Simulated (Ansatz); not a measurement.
Frontier orbitals of CH₃AlOS, SMILES `[OH][AlH][CH]=S`.

Charge 0, multiplicity 1. All single points use the PBE0-D4/def2-TZVP geometry. It is one conformer, not always the lowest. Basis def2-TZVPP, the Gaussian-basis code of Ansatz.

```csv
functional,HOMO (eV),LUMO (eV)
B3LYP,-6.21,-3.26
```

Question: Give HOMO and LUMO (eV) with LDA (SPW92), PBE, revPBE, BLYP, r2SCAN, B97M-V, PBE0, r2SCANh, r2SCAN0, HSE06 (plane-wave form), BHLYP, CAM-B3LYP, LC-ωPBE, ωB97X-V, ωB97M-V, HF. (Estimate.)

Answer: The calculation gave: 
| functional | HOMO | LUMO |
| --- | --- | --- |
| LDA (SPW92) | -5.37 | -4.21 |
| PBE | -5.24 | -3.99 |
| revPBE | -5.18 | -3.91 |
| BLYP | -5.09 | -3.81 |
| r2SCAN | -5.43 | -3.92 |
| B97M-V | -5.50 | -3.85 |
| PBE0 | -6.43 | -3.09 |
| r2SCANh | -5.88 | -3.57 |
| r2SCAN0 | -6.55 | -3.05 |
| HSE06 (plane-wave form) | -6.03 | -3.47 |
| BHLYP | -7.50 | -2.05 |
| CAM-B3LYP | -7.75 | -1.93 |
| LC-ωPBE | -9.11 | -0.84 |
| ωB97X-V | -8.75 | -0.89 |
| ωB97M-V | -8.58 | -0.96 |
| HF | -9.18 | 0.35 |

B3LYP here is the variant with VWN-RPA as its local correlation; programs differ in this. LC-ωPBE has ω = 0.4 bohr⁻¹.
